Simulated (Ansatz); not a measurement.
Calculated with Ansatz (gas phase, PBE0-D4/def2-TZVP geometries, no zero-point term in ΔE). CCSD(T)/CBS adds triple-zeta CCSD(T) − MP2 to the extrapolated MP2 energy (def2 sets, frozen cores). DFT in def2-TZVPP. Elements past krypton have def2 core potentials. For Br, Sn outer-core shells are correlated without core-valence functions, which leaves a few kJ/mol of doubt a bond. Scalar relativity is left out up to krypton. Each species was taken in one conformer, which may not be the lowest.

`[Cl][Sn]([Cl])([Cl])[Br]` + `O[SiH](O)O[SiH](O)F` → `[F][Sn]([Cl])([Cl])[Br]` + `O[SiH](O)O[SiH](O)Cl`  (redistribution)

CCSD(T)/CBS gives +0.90 eV.

Q: Another level gave +0.92 eV. Which?
A. PBE/def2-TZVPP
B. HF/def2-TZVPP
C. CCSD(T)/def2-TZVPP
D. ωB97X-V/def2-TZVPP

A: C. CCSD(T)/def2-TZVPP 0.92, PBE 0.78, ωB97X-V 0.84, HF/def2-TZVPP 1.03 eV.

Largest T1 diagnostic among the species: 0.012.

In def2-TZVPP, CCSD(T) changes the Hartree–Fock value by −0.11 eV (the triples alone add −0.03 eV) and MP2 by −0.09 eV. From PBE to PBE0 (25 % exact exchange), in def2-TZVPP and without D4, ΔE moves by +0.08 eV.
